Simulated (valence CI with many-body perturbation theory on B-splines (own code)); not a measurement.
# Pt²⁹⁺: M1 decay

Computed by valence CI with perturbative core correlation (CI+MBPT): three valence electrons over a frozen Dirac-Fock core [Kr] 4d10, a basis of 8 s, 8 p, 9 d, 9 f, 6 g, 3 h, 2 i functions for each j, with the one-electron correlation potential Σ1, the two-electron term Σ2, the three-electron term Σ3, Breit, model QED; selected CI, second order for the rest (own B-spline code, finite nucleus).

No measured spectrum was set against this ion. As an estimate, large intervals hold to a few tenths of a per cent, small ones and those within an open d or f shell to about a per cent. Core correlation moves these levels by up to 51000 cm⁻¹, and in measured spectra 5 to 20 % of such shifts remained as error; rates that hang on mixing are uncertain with them. The list stops below the first excitations out of the core.

Lines 51 to 100 of 120 in falling wavelength, among levels below 179.87 eV, chosen from the decays that carry over 1 % of a level's rate. Wavelengths and rates use the calculated energies. S is in atomic units (e²a₀⁴ for E2 and M2, e²a₀⁶ for E3), for M1 in squared Bohr magnetons. Weak lines are less certain than strong ones. Lines between different terms over intervals too small for the method are left out, as are lines whose strength nearly cancels.

Levels are named by their leading jj configuration (3d3/2^4 stands for four electrons in 3d with j = 3/2), which in mixed levels can hold well under half, so a name can repeat and another be missing. Letters in brackets count levels of one name in rising energy.

```
λ vac (Å)                       Upper                       Lower  Type   A (s⁻¹)  S (a.u.)
     2593  (4f5/2 4f7/2^2) J=13/2 [a]      (4f5/2^2 4f7/2) J=13/2    M1  2.57e+02  2.33e+00
     2561      (4f5/2 4f7/2^2) J=17/2  (4f5/2^2 4f7/2) J=15/2 [b]    M1  3.86e+02  4.33e+00
     2535  (4f5/2 4f7/2^2) J=11/2 [b]  (4f5/2 4f7/2^2) J=13/2 [a]    M1  1.61e+01  1.17e-01
     2522   (4f5/2 4f7/2^2) J=9/2 [c]  (4f5/2 4f7/2^2) J=11/2 [a]    M1  5.20e+01  3.09e-01
     2518   (4f5/2 4f7/2^2) J=3/2 [b]   (4f5/2^2 4f7/2) J=5/2 [b]    M1  1.93e+02  4.57e-01
     2496            (4f7/2^3) J=15/2  (4f5/2^2 4f7/2) J=15/2 [b]    M1  6.71e+02  6.19e+00
     2489  (4f5/2 4f7/2^2) J=11/2 [a]      (4f5/2^2 4f7/2) J=13/2    M1  1.62e+02  1.11e+00
     2480   (4f5/2 4f7/2^2) J=9/2 [c]   (4f5/2 4f7/2^2) J=9/2 [a]    M1  7.62e+02  4.31e+00
     2437   (4f5/2^2 4f7/2) J=3/2 [b]             (4f5/2^3) J=5/2    M1  3.52e+02  7.54e-01
     2359   (4f5/2 4f7/2^2) J=5/2 [a]   (4f5/2^2 4f7/2) J=7/2 [b]    M1  9.95e+01  2.90e-01
     2248             (4f7/2^3) J=9/2   (4f5/2 4f7/2^2) J=9/2 [b]    M1  3.12e+02  1.31e+00
     2227   (4f5/2 4f7/2^2) J=3/2 [b]       (4f5/2^2 4f7/2) J=1/2    M1  8.75e+02  1.43e+00
     2217             (4f7/2^3) J=9/2   (4f5/2 4f7/2^2) J=7/2 [a]    M1  9.14e+02  3.69e+00
     2177   (4f5/2 4f7/2^2) J=3/2 [b]   (4f5/2^2 4f7/2) J=3/2 [b]    M1  9.33e+02  1.43e+00
     2116   (4f5/2^2 4f7/2) J=5/2 [b]             (4f5/2^3) J=5/2    M1  2.52e+02  5.32e-01
     2080   (4f5/2 4f7/2^2) J=7/2 [a]             (4f5/2^3) J=5/2    M1  6.72e+01  1.79e-01
     2031  (4f5/2 4f7/2^2) J=13/2 [b]  (4f5/2 4f7/2^2) J=11/2 [a]    M1  1.55e+02  6.73e-01
     2010   (4f5/2 4f7/2^2) J=7/2 [b]   (4f5/2 4f7/2^2) J=9/2 [a]    M1  3.23e+01  7.77e-02
     1981   (4f5/2 4f7/2^2) J=3/2 [a]   (4f5/2^2 4f7/2) J=5/2 [a]    M1  1.51e+02  1.74e-01
     1975   (4f5/2 4f7/2^2) J=3/2 [a]   (4f5/2^2 4f7/2) J=3/2 [a]    M1  9.74e+02  1.11e+00
     1973   (4f5/2 4f7/2^2) J=9/2 [c]   (4f5/2^2 4f7/2) J=7/2 [b]    M1  5.94e+02  1.69e+00
     1967  (4f5/2 4f7/2^2) J=13/2 [b]  (4f5/2 4f7/2^2) J=13/2 [a]    M1  2.00e+02  7.91e-01
     1950   (4f5/2 4f7/2^2) J=9/2 [b]       (4f5/2^2 4f7/2) J=9/2    M1  6.02e+02  1.66e+00
     1903   (4f5/2 4f7/2^2) J=5/2 [b]   (4f5/2^2 4f7/2) J=5/2 [b]    M1  1.11e+03  1.70e+00
     1823  (4f5/2^2 4f7/2) J=15/2 [b]      (4f5/2^2 4f7/2) J=13/2    M1  7.61e+02  2.73e+00
     1788   (4f5/2 4f7/2^2) J=5/2 [a]   (4f5/2^2 4f7/2) J=7/2 [a]    M1  6.04e+02  7.68e-01
     1774            (4f7/2^3) J=15/2  (4f5/2 4f7/2^2) J=13/2 [a]    M1  1.44e+03  4.77e+00
     1761   (4f5/2 4f7/2^2) J=5/2 [a]   (4f5/2^2 4f7/2) J=5/2 [a]    M1  1.47e+02  1.79e-01
     1756   (4f5/2 4f7/2^2) J=5/2 [a]   (4f5/2^2 4f7/2) J=3/2 [a]    M1  3.56e+02  4.29e-01
     1756       (4f5/2^2 4f7/2) J=9/2             (4f5/2^3) J=9/2    M1  1.05e+03  2.10e+00
     1737             (4f7/2^3) J=9/2  (4f5/2 4f7/2^2) J=11/2 [a]    M1  2.80e+02  5.45e-01
     1717             (4f7/2^3) J=9/2   (4f5/2 4f7/2^2) J=9/2 [a]    M1  3.54e+02  6.65e-01
     1664   (4f5/2 4f7/2^2) J=7/2 [b]   (4f5/2^2 4f7/2) J=7/2 [b]    M1  5.97e+01  8.16e-02
     1656  (4f5/2^2 4f7/2) J=11/2 [b]       (4f5/2^2 4f7/2) J=9/2    M1  3.18e+02  6.42e-01
     1652   (4f5/2^2 4f7/2) J=3/2 [b]             (4f5/2^3) J=3/2    M1  1.25e+02  8.38e-02
     1624       (4f5/2^2 4f7/2) J=1/2             (4f5/2^3) J=3/2    M1  6.86e+02  2.18e-01
     1604  (4f5/2^2 4f7/2) J=11/2 [b]      (4f5/2^2 4f7/2) J=13/2    M1  1.58e+02  2.90e-01
     1604  (4f5/2 4f7/2^2) J=13/2 [a]  (4f5/2^2 4f7/2) J=11/2 [a]    M1  1.66e+03  3.55e+00
     1580   (4f5/2 4f7/2^2) J=9/2 [a]  (4f5/2^2 4f7/2) J=11/2 [a]    M1  1.53e+02  2.24e-01
     1563  (4f5/2 4f7/2^2) J=11/2 [a]  (4f5/2^2 4f7/2) J=11/2 [a]    M1  2.40e+02  4.08e-01
     1498   (4f5/2^2 4f7/2) J=5/2 [b]             (4f5/2^3) J=3/2    M1  4.57e+02  3.42e-01
     1492   (4f5/2 4f7/2^2) J=5/2 [a]             (4f5/2^3) J=5/2    M1  4.96e+01  3.66e-02
     1458             (4f7/2^3) J=9/2   (4f5/2^2 4f7/2) J=7/2 [b]    M1  1.58e+02  1.82e-01
     1457       (4f5/2 4f7/2^2) J=1/2   (4f5/2^2 4f7/2) J=3/2 [a]    M1  1.60e+02  3.67e-02
     1417  (4f5/2 4f7/2^2) J=13/2 [b]  (4f5/2^2 4f7/2) J=15/2 [a]    M1  1.95e+02  2.87e-01
     1417   (4f5/2^2 4f7/2) J=7/2 [a]             (4f5/2^3) J=9/2    M1  1.56e+02  1.32e-01
     1358   (4f5/2 4f7/2^2) J=7/2 [b]   (4f5/2^2 4f7/2) J=7/2 [a]    M1  1.30e+01  9.62e-03
     1343   (4f5/2 4f7/2^2) J=7/2 [b]   (4f5/2^2 4f7/2) J=5/2 [a]    M1  2.75e+01  1.97e-02
     1332      (4f5/2 4f7/2^2) J=17/2  (4f5/2^2 4f7/2) J=15/2 [a]    M1  3.22e+02  5.08e-01
     1330   (4f5/2 4f7/2^2) J=5/2 [b]   (4f5/2^2 4f7/2) J=7/2 [b]    M1  8.57e+02  4.48e-01
```
